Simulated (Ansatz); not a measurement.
```xyz
12

C     0.2491   -0.7648    1.1854
C    -0.2603    0.5701    1.2881
C    -0.5094    1.3349    0.1027
C    -0.2491    0.7648   -1.1854
C     0.2603   -0.5701   -1.2881
C     0.5094   -1.3349   -0.1027
H     0.4429   -1.3595    2.1072
H    -0.4627    1.0135    2.2898
H    -0.9056    2.3730    0.1826
H    -0.4429    1.3595   -2.1072
H     0.4627   -1.0135   -2.2898
H     0.9056   -2.3730   -0.1826
```

Basis set: 6-31G* (spherical functions). Correlated methods keep 6 orbitals frozen. Charge 0, multiplicity 1.

Computed with Ansatz (development build ahead of 0.2.0); each method stands on the lowest determinant of its kind that the runs found. Restricted open shells among the atoms or ions are ROHF, correlated in semicanonical orbitals with singles.

The atomization energy at this shape (free ground-state atoms in the same class of orbitals less the molecule, no zero-point energy) of singlet C6H6:

| method | atomization energy |
| --- | --- |
| RHF | 4287.7 kJ/mol |

(1) What does RHF-MP2 give?

Answers

(1) 5417.0 kJ/mol. Caution: the shape is not the minimum.
